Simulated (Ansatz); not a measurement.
Cartesian coordinates in Å:
```
O 0.0242 1.1059 -1.5999
Si 0.5825 0.4141 -0.2145
O 0.6563 1.5359 0.9746
Si -0.9609 -1.1596 0.6009
F -0.3304 -1.9653 1.8241
F -1.2389 -2.2280 -0.5535
H 0.4088 0.8208 -2.4298
H 1.9166 -0.1909 -0.5024
H 1.2170 2.3047 0.8559
H -2.2750 -0.6376 1.0446
```

The species carries charge 0 and has multiplicity 1.

Question: List the PBE0/def2-TZVPP orbital energies in eV (the Gaussian-basis code of Ansatz). (An estimate is asked.)

Answer: Computed: Occupied: -1804.20, -1803.69, -673.94, -673.92, -523.11, -523.09, -146.34, -145.86, -101.06, -101.01, -100.94, -100.55, -100.53, -100.51, -33.56, -33.07, -28.81, -28.29, -16.84, -15.80, -14.94, -13.92, -13.39, -13.30, -12.79, -12.29, -11.92, -11.52, -10.94, -10.51, -10.07, -9.68, -8.04. Lowest empty: -0.52, -0.42, 1.03, 1.52, 1.89, 2.48, 2.61, 3.08.
